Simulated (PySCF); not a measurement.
Species: C3F5O2 (charge -1).
Z-matrix (Å and degrees, GFN2-xTB geometry), rows numbered from 1:
```
O 
C   1  1.2078
O   2  1.2078  1  137.59
C   2  1.7238  1  111.19  3   178.54
F   4  1.3707  2  112.61  1    31.33
F   4  1.3707  2  112.60  1   149.99
C   4  1.5216  2  110.98  1   -89.33
F   7  1.3600  4  114.40  2   179.94
F   7  1.3384  4  112.30  2    60.16
F   7  1.3384  4  112.29  2   -60.27
```

The closed-shell ground state was solved at several levels (PySCF, density fitting, gas phase, non-relativistic). No diffuse functions stand in pcJ-1 and pcSseg-1, which bears on an anion's orbital energies.

```
          level  basis functions  total energy (Eh)  HOMO (eV)  LUMO (eV)  gap (eV)
B3LYP/def2-SVPD              221          -763.5350      -2.40       3.94      6.34
  PBE0/pcSseg-1              170          -763.2493      -2.12       5.81      7.93
```

Q: Estimate the row for B3LYP/pcJ-1, a basis of 270 functions; the other rows only guide the guess.

A: Total energy -764.0590 Eh, HOMO -1.87 eV, LUMO 5.57 eV, gap 7.44 eV.

Q: Over all these levels, which gives the widest orbital gap and which the narrowest?

A: PBE0/pcSseg-1 (global hybrid, 25 % exact exchange) has the widest, 7.93 eV, and B3LYP/def2-SVPD (global hybrid, 20 % exact exchange) the narrowest, 6.34 eV. Functional and basis both differ between the two, so the spread mixes both effects.

One conformer stands for the species.
